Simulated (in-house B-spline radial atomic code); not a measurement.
## The erbium ion Er²⁺: [Xe] 4f11 7g1 (an excited or competing configuration)

Level of theory: Dirac-Hartree-Fock, average of configuration, Fermi nucleus of rms radius 5.2516 fm; calculated with a radial B-spline atomic code at the basis-set limit.

Screening seen three ways: the hydrogenic charge with the same mean radius, Z_r = [3n² - l(l+1)]/(2<r>), the one with the same energy, Z_e = n√(-2ε), and Slater's rules. Values are occupation-weighted means over j. An effective charge above Z reflects the relativistic contraction of the inner shells.

```tsv
shell	electrons	ε (eV)	<r> (bohr)	Z_r	Z_e	Slater
1s	2	-57862	0.02037	73.65	65.21	67.70
2s	2	-9872.2	0.08583	69.91	53.87	63.85
2p	6	-8769.3	0.07638	65.46	50.78	63.85
3s	2	-2291.9	0.2242	60.21	38.94	56.75
3p	6	-1946.2	0.2233	55.97	35.88	56.75
3d	10	-1493	0.2037	51.55	31.43	46.85
4s	2	-504.7	0.5081	47.23	24.36	40.25
4p	6	-387.54	0.5376	42.78	21.35	40.25
4d	10	-223.03	0.584	35.96	16.19	28.85
5s	2	-91.864	1.251	29.97	12.99	12.90
5p	6	-60.58	1.444	25.29	10.55	12.90
4f	11	-45.539	0.746	24.13	7.32	18.50
7g	1	-2.5004	21.15	3.00	3.00	-
```

The least bound orbital is 7g7/2 at -2.5 eV, and it is also the most diffuse (<r> = 21.15 bohr).

Spin-orbit splittings of the orbital energies (j = l + 1/2 above j = l - 1/2 when positive): 2p 919.1 eV, 3p 196.5 eV, 3d 42.46 eV, 4p 44.71 eV, 4d 8.308 eV, 5p 6.191 eV, 4f 1.25 eV, 7g -6.063e-05 eV.

For the 1s electron the small component carries 6.48 % of the norm, the zero-frequency Breit interaction raises the level by 184 eV, self-energy by 112 eV, and vacuum polarisation lowers it by 19.37 eV.
